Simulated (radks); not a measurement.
Charge is removed step by step from the 6s down level of W, starting from [Xe] 4f14 5d4 6s(up 1, down 1). Calculated with a radial shooting solver on a logarithmic mesh with Libxc functionals: scalar-relativistic Kohn-Sham, BLYP, spin-polarised, spherical densities, finite nucleus; open shells are filled with parallel spins first (spin-orbit coupling, left out, can overturn this in heavy ions); Fermi nuclear charge, rms radius 5.3658 fm.

| removed (e) | E - E(0) (eV) | eigenvalue (eV) |
|---|---|---|
| 0 | 0.000 | -4.875 |
| 0.25 | 1.399 | -6.331 |
| 0.5 | 3.169 | -7.837 |
| 0.75 | 5.320 | -9.385 |

The mean slope of the eigenvalue, de/dn, is 6.01 eV per electron.
